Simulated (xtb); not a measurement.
C₄H₆Si, charge -1, doublet, from a rough starting geometry (a state made from the parent by changing its charge; the spin is typed, not shown lowest); GFN2-xTB run with xtb.

xtb was given this input:
```
$ xtb mol.xyz --gfn 2 --chrg -1 --uhf 1 --opt vtight --json

# file mol.xyz
11

C     -1.05892345     0.78550664    -0.32969728
C      0.17987556     1.32582686    -0.28920553
Si     1.40951874    -0.07513446     0.25194583
C     -0.09714892    -1.29271651     0.29666396
C     -1.18277801    -0.64718952    -0.12183218
H     -1.89295562     1.34019332    -0.67543078
H      0.43936222     2.31886735    -0.50509958
H      1.96051218     0.14115395     1.60650401
H      2.42948963    -0.39679603    -0.73751519
H     -0.08159280    -2.31926637     0.50143919
H     -2.15634305    -1.12616308    -0.18383690
```

Output, abridged:

```
   ID    Z sym.   atoms
    1    6 C      1, 2, 4, 5
    2   14 Si     3
    3    1 H      6-11

           -------------------------------------------------
          |                Calculation Setup                |
           -------------------------------------------------

           -------------------------------------------------
          |                 G F N 2 - x T B                 |
           -------------------------------------------------

          ...................................................
          :                      SETUP                      :
          :.................................................:
          :  # basis functions                  32          :
          :  # atomic orbitals                  31          :
          :  # shells                           17          :
          :  # electrons                        27          :
          :  max. iterations                   250          :
          :  Hamiltonian                  GFN2-xTB          :
          :  restarted?                      false          :
          :  GBSA solvation                  false          :
          :  PC potential                    false          :
          :  electronic temp.          300.0000000     K    :
          :  accuracy                    1.0000000          :
          :  -> integral cutoff          0.2500000E+02      :
          :  -> integral neglect         0.1000000E-07      :
          :  -> SCF convergence          0.1000000E-05 Eh   :
          :  -> wf. convergence          0.1000000E-03 e    :
          :  Broyden damping             0.4000000          :
          :  net charge                         -1          :
          :  unpaired electrons                  1          :
          ...................................................

 iter      E             dE          RMSdq      gap      omega  full diag
   1    -13.5858297 -0.135858E+02  0.501E+00    1.84       0.0  T
   2    -13.6325241 -0.466944E-01  0.270E+00    1.25       1.0  T
   3    -13.6267018  0.582221E-02  0.243E+00    1.96       1.0  T
   4    -13.6469890 -0.202872E-01  0.103E+00    1.63       1.0  T
   5    -13.6474818 -0.492796E-03  0.312E-01    1.59       1.0  T
   6    -13.6474903 -0.844116E-05  0.205E-01    1.58       1.0  T
   7    -13.6476530 -0.162718E-03  0.449E-02    1.58       1.0  T
   8    -13.6476549 -0.194925E-05  0.204E-02    1.58       1.5  T
   9    -13.6476567 -0.174289E-05  0.879E-03    1.57       3.4  T
  10    -13.6476568 -0.876600E-07  0.232E-03    1.58      13.0  T
  11    -13.6476568 -0.937976E-08  0.155E-03    1.57      19.5  T
  12    -13.6476568 -0.453239E-09  0.710E-04    1.58      42.5  T
  13    -13.6476568 -0.348654E-08  0.327E-04    1.57      92.2  T

   *** convergence criteria satisfied after 13 iterations ***

         :::::::::::::::::::::::::::::::::::::::::::::::::::::
         ::                     SUMMARY                     ::
         :::::::::::::::::::::::::::::::::::::::::::::::::::::
         :: total energy             -13.412867037590 Eh    ::
         :: gradient norm              0.157896837841 Eh/a0 ::
         :: HOMO-LUMO gap              1.574903782027 eV    ::
         ::.................................................::
         :: SCC energy               -13.647649900324 Eh    ::
         :: -> isotropic ES            0.123651551628 Eh    ::
         :: -> anisotropic ES          0.020260386080 Eh    ::
         :: -> anisotropic XC          0.006187017334 Eh    ::
         :: -> dispersion             -0.009395796818 Eh    ::
         :: repulsion energy           0.234782862734 Eh    ::
         :: add. restraining           0.000000000000 Eh    ::
         :: total charge              -1.000000000000 e     ::
         :::::::::::::::::::::::::::::::::::::::::::::::::::::

      -----------------------------------------------------------
     |                   =====================                   |
[...]
 * total energy  :   -13.4128670 Eh     change       -0.2098250E-09 Eh
 * total energy  :   -13.4316860 Eh     change       -0.1881901E-01 Eh
 * total energy  :   -13.4338525 Eh     change       -0.2166459E-02 Eh
 * total energy  :   -13.4340068 Eh     change       -0.1542988E-03 Eh
 * total energy  :   -13.4340332 Eh     change       -0.2640881E-04 Eh
 * total energy  :   -13.4340391 Eh     change       -0.5858836E-05 Eh
 * total energy  :   -13.4340406 Eh     change       -0.1523115E-05 Eh
 * total energy  :   -13.4340409 Eh     change       -0.2633936E-06 Eh
 * total energy  :   -13.4340409 Eh     change       -0.8361635E-07 Eh
   *** GEOMETRY OPTIMIZATION CONVERGED AFTER 9 ITERATIONS ***
         :: total energy             -13.434040940054 Eh    ::
[...]
        16                          0.0623407               1.6964
        17                          0.0785203               2.1366
        18                          0.1101646               2.9977
        19                          0.1781887               4.8488
        20                          0.2066368               5.6229
        21                          0.3361761               9.1478
        22                          0.3576655               9.7326
        23                          0.3972130              10.8087
        24                          0.4113697              11.1939
        25                          0.5876966              15.9920
       ...                                ...                  ...
        31                          0.8789103              23.9164
      -------------------------------------------------------------
                  HL-Gap            0.0958929 Eh            2.6094 eV
             Fermi-level           -0.0508200 Eh           -1.3829 eV

     #   Z          covCN         q      C6AA      α(0)
     1   6 C        3.021    -0.084    30.085     8.997
     2   6 C        2.816    -0.208    33.496     9.483
     3  14 Si       3.769     0.356   100.527    19.187
     4   6 C        2.816    -0.208    33.496     9.483
     5   6 C        3.021    -0.084    30.084     8.997
     6   1 H        0.924    -0.078     4.864     3.449
     7   1 H        0.925    -0.084     5.046     3.513
     8   1 H        0.895    -0.223    12.750     5.588
     9   1 H        0.895    -0.223    12.748     5.587
    10   1 H        0.925    -0.084     5.046     3.513
    11   1 H        0.924    -0.078     4.864     3.449

 Mol. C6AA /au·bohr⁶  :       2346.681941
 Mol. C8AA /au·bohr⁸  :      67917.583621
 Mol. α(0) /au        :         81.244041

Wiberg/Mayer (AO) data.
largest (>0.10) Wiberg bond orders for each atom

 ---------------------------------------------------------------------------
     #   Z sym  total        # sym  WBO       # sym  WBO       # sym  WBO
 ---------------------------------------------------------------------------
     1   6 C    3.949 --     2 C    1.554     5 C    1.328     6 H    0.964
     2   6 C    3.878 --     1 C    1.554     3 Si   1.087     7 H    0.983
                             4 C    0.104
     3  14 Si   3.906 --     2 C    1.087     4 C    1.087     9 H    0.835
                             8 H    0.835
     4   6 C    3.878 --     5 C    1.554     3 Si   1.087    10 H    0.983
                             2 C    0.104
     5   6 C    3.949 --     4 C    1.554     1 C    1.328    11 H    0.964
     6   1 H    0.994 --     1 C    0.964
     7   1 H    0.993 --     2 C    0.983
     8   1 H    0.950 --     3 Si   0.835
     9   1 H    0.950 --     3 Si   0.835
    10   1 H    0.993 --     4 C    0.983
    11   1 H    0.994 --     5 C    0.964
 ---------------------------------------------------------------------------

Topologies differ in total number of bonds
Writing topology from bond orders to xtbtopo.mol

molecular dipole:
                 x           y           z       tot (Debye)
 q only:       -0.164       0.001      -0.004
   full:       -0.477       0.020      -0.067       1.226
molecular quadrupole (traceless):
                xx          xy          yy          xz          yz          zz
 q only:       -4.852      -0.065      -0.750      -2.113       1.639       5.602
  q+dip:       -3.748       0.156       0.792      -1.366       0.622       2.955
   full:       -4.033       0.159       0.792      -1.483       0.698       3.240

optimized geometry written to: xtbopt.xyz

           -------------------------------------------------
          | TOTAL ENERGY              -13.434040940054 Eh   |
          | GRADIENT NORM               0.000083337448 Eh/α |
          | HOMO-LUMO GAP               2.609378579464 eV   |
           -------------------------------------------------
```
